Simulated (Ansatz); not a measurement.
Energy profile

The step: SnH₃F ([F][SnH3]) + HBr → SnH₃Br ([Br][SnH3]) + HF; bonds formed: Sn1–Br7, F2–H6; bonds broken: Sn1–F2, H6–Br7 (atoms numbered as in the saddle structure below).

```tsv
atom	x (Å)	y (Å)	z (Å)
Sn1	-0.5925	-0.5497	0.0394
F2	1.4573	-0.2006	-0.4448
H3	-0.2760	-2.1684	-0.4065
H4	-1.6179	0.2041	-1.0721
H5	-0.8564	-0.4105	1.7028
H6	1.3886	0.8726	-0.1835
Br7	0.4969	2.2526	0.3647
```

Electronic energies by CCSD(T) at an estimated basis limit (MP2 extrapolated from triple and quadruple zeta, plus CCSD(T) − MP2 in triple zeta), on PBE0-D4/def2-TZVP structures; SnH4BrF, closed shell; no counterpoise correction. Computed with Ansatz 0.2.0 (basis: def2-TZVPP and def2-QZVPP); correlated methods freeze the cores. Filled d shells of the heavier atoms are correlated. Core potentials replace the inner electrons of the atoms past krypton. The def2 sets are not built for correlating such inner shells, so the correlated values are less sure here. Extrapolation: Hartree–Fock as exp(−7.88 √X), correlation as X^−2.97.

Give the profile in kcal/mol, counted from the separated reactants. (Judge from chemistry; the value comes from the calculation.)

The calculation gives:
| point | kcal/mol |
| --- | --- |
| separated: SnH3F (linked as [F][SnH3]; Sn1, F2, H3, H4, H5; singlet) + HBr (H6, Br7; singlet) | 0.00 |
| start structure | -5.28 |
| saddle | 4.96 |
| end structure | -18.03 |
| separated: SnH3Br (linked as [Br][SnH3]; Sn1, H3, H4, H5, Br7; singlet) + HF (F2, H6; singlet) | -13.44 |

T1 diagnostic: at most 0.014. The end structure is not quite a true minimum (one mode of 41i cm⁻¹).

For scale, one of the runs: CCSD(T)/def2-TZVPP, 185 basis functions, launched by `ansatz run in.yaml --threads 4 --pin off --events-out ev --progress --plain --max-ram 9574MiB`. Hardware: 4 CPU threads of an Arm Neoverse V2, shared host. Wall time 83 s; peak host memory 2.3 GiB.
